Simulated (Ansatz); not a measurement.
Calculated with Ansatz (gas phase, PBE0-D4/def2-TZVP geometries, no zero-point term in ΔE). CCSD(T)/CBS adds triple-zeta CCSD(T) − MP2 to the extrapolated MP2 energy (def2 sets, frozen cores). Functionals use def2-TZVPP. For Ge outer-core shells are correlated without core-valence functions, which leaves a few kJ/mol of doubt a bond. Scalar relativity is left out up to krypton. One conformer a species, not always the lowest.

Consider the isomerisation: `C[O][GeH]([F])[Cl]` → `[OH][GeH]([F])[CH2]Cl`.

| level | ΔE (kcal/mol) |
| --- | --- |
| ωB97M-V | 14.6 |
| HF/CBS(def2) | 19.5 |

Problem. What does CCSD(T)/CBS give? (Best estimate.)

Solution. Ansatz gave: +13.3 kcal/mol. The listed levels differ from it by 1.3, 6.2 kcal/mol.

Largest T1 diagnostic among the species: 0.012.

In def2-TZVPP, CCSD(T) changes the Hartree–Fock value by −4.9 kcal/mol (the triples alone add −0.4 kcal/mol) and MP2 by −5.4 kcal/mol.
